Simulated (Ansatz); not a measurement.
Born–Oppenheimer molecular dynamics of ClGaH₃NO (7 atoms, charge 0, multiplicity 1). It starts from a relaxed structure.

All numbers below come from RHF/def2-SVP in Ansatz.

```yaml
ensemble: NVE (velocity Verlet)
time_step: 0.5 fs
steps_asked: 150
starting_velocities_drawn_for: 500 K
seed: 788171
```

First frame:

```xyz
7
Properties=species:S:1:pos:R:3
Ga -0.088 0.010 -0.022
O -0.003 -0.245 1.719
H -0.785 -0.397 2.224
Cl 1.776 0.347 -1.031
N -1.619 0.002 -0.970
H -2.531 -0.147 -0.588
H -1.651 0.149 -1.960
```

Problem. How far do the bonds stretch over the last three quarters of this one trajectory? (Pairs bonded in most of those frames.)

Solution. 
```json
{"bond": "Ga1–O2", "mean (Å)": "1.769", "spread (Å)": "0.045", "shortest": "1.70", "longest": "1.83"}
{"bond": "Ga1–Cl4", "mean (Å)": "2.147", "spread (Å)": "0.007", "shortest": "2.14", "longest": "2.16"}
{"bond": "Ga1–N5", "mean (Å)": "1.803", "spread (Å)": "0.014", "shortest": "1.78", "longest": "1.83"}
{"bond": "O2–H3", "mean (Å)": "0.946", "spread (Å)": "0.023", "shortest": "0.91", "longest": "0.98"}
{"bond": "N5–H6", "mean (Å)": "1.003", "spread (Å)": "0.012", "shortest": "0.98", "longest": "1.02"}
{"bond": "N5–H7", "mean (Å)": "1.003", "spread (Å)": "0.018", "shortest": "0.98", "longest": "1.03"}
```

Mean temperature of the second half: 245 K. The conserved energy stayed within 0.33 meV per atom of its start (net change 0.047 meV per atom), so the integration is sound. Over the second half the temperature averaged 0.49 of the 500 K drawn at the start: a run that starts near a minimum puts about half its kinetic energy into the potential. A run of 0.075 ps of so small a system gives no equilibrium averages.

Time of the run: 3.9 min on 1 thread of Arm Neoverse V2 (shared host), peak memory 0.19 GiB.
